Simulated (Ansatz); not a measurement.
Several settings on one geometry of B₉As₈H₂₄⁻, a nanocrystal cut from wurtzite BAs (hydrogen-capped) (that of the charge -1 singlet, r2SCAN-D4/def2-SVP). Ansatz on 2 threads of AMD EPYC 7R13 on a shared host and a share (18 GiB) of an NVIDIA H100 80GB HBM3; times are rough.

```xyz
41

B    -0.003   -1.807   -2.568
As   -1.676   -0.800   -3.210
As   -0.001   -1.752   -0.479
B    -1.718   -0.867    0.269
B     0.000   -1.893    3.060
As   -1.618   -0.820    2.350
B    -2.053    1.101   -2.535
As   -1.670    1.059   -0.494
B    -1.708    1.119    3.062
As    1.668   -0.799   -3.214
B     1.717   -0.869    0.267
As    1.619   -0.822    2.348
B     2.053    1.100   -2.536
As    1.672    1.057   -0.495
B     0.002    2.067    0.190
B     1.712    1.117    3.061
As    0.003    1.986    2.283
H    -0.002   -2.943   -2.997
H    -2.828   -1.731   -2.924
H    -1.713   -0.863   -4.724
H    -0.002   -3.208   -0.083
H    -2.700   -1.461   -0.138
H    -0.001   -3.020    2.589
H     0.001   -1.846    4.279
H    -2.876   -1.542    2.790
H    -3.231    1.334   -2.735
H    -1.278    1.835   -3.117
H    -2.853    1.760    0.128
H    -2.709    1.678    2.644
H    -1.599    1.094    4.278
H     1.700   -0.858   -4.728
H     2.820   -1.732   -2.934
H     2.699   -1.465   -0.140
H     2.877   -1.546    2.787
H     1.282    1.838   -3.117
H     3.232    1.327   -2.737
H     2.856    1.756    0.126
H     0.002    3.209   -0.227
H     1.604    1.091    4.277
H     2.714    1.674    2.643
H     0.004    3.442    2.702
```

Totals from different functionals, basis sets or treatments of relativity can't be compared as stabilities.

(1) Give the basis size and estimate the energy, ⟨S²⟩ and time of these runs.

| run | method | charge | state | further keys |
| --- | --- | --- | --- | --- |
| 1 | RKS ωB97/def2-mTZVP | -1 | singlet | fitting: {mean_field: def2-universal-jkfit} |
| 2 | UKS r2SCAN-D3(BJ)-ATM/def2-SVP | -1 | singlet | fitting: {mean_field: def2-universal-jkfit}; scf: {omitted_lower_state_checks: [starts]}; forces asked |
| 3 | RKS ωB97X-V/cc-pVDZ | -1 | singlet | fitting: {mean_field: def2-universal-jkfit}; point_charges: [{charge: -1.00, position_ang: [6.026, 0.634, -0.130]}]; scf: {omitted_lower_state_checks: [starts]}; forces asked |

Results:

(1) 
| run | functions | energy (Eh) | ⟨S²⟩ | wall time |
| --- | --- | --- | --- | --- |
| 1 | 531 | -18126.5566 | – | 12 s |
| 2 | 502 | -18122.8627 | 0.00 | 15 s |
| 3 | 462 | -18123.4210 | – | 19 s |

The highest occupied level of an anion often lies above zero with these methods, and sets without diffuse functions describe the outer electron poorly.
